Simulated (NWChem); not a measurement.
Species: C2H7NSi; SMILES C/C=N\[SiH3]

```xyz
11

C      0.6644     1.9038     0.2441
C     -0.5814     1.1777    -0.2046
N     -0.7788    -0.0667    -0.3474
Si     0.2319    -1.4674    -0.1098
H      1.4901     1.2238     0.4677
H      0.9823     2.6100    -0.5346
H      0.4423     2.5039     1.1366
H     -1.4228     1.8529    -0.4336
H      0.2978    -2.1851    -1.4086
H      1.6359    -1.2384     0.3584
H     -0.4452    -2.3311     0.8912
```
Atoms are numbered in this order, from 1.

Computed with NWChem. Pople sets run with spherical d functions. The geometry was optimised at B3LYP/6-31G* (spherical d). Vzz is the largest principal value of the second derivative of the potential at the nucleus (NWChem prints the opposite sign); η is the asymmetry. Non-relativistic.

```tsv
level	Vzz N3 (a.u.)	η N3	relative time
PBE0/6-31G*	-0.888	0.48	1
PBE0/def2-TZVP	-0.919	0.66	4
B3LYP/def2-SVP	-0.936	0.55	2
B3LYP/def2-TZVP	-0.937	0.70	5
```

The last column is a rough cost ratio, cheapest run = 1.
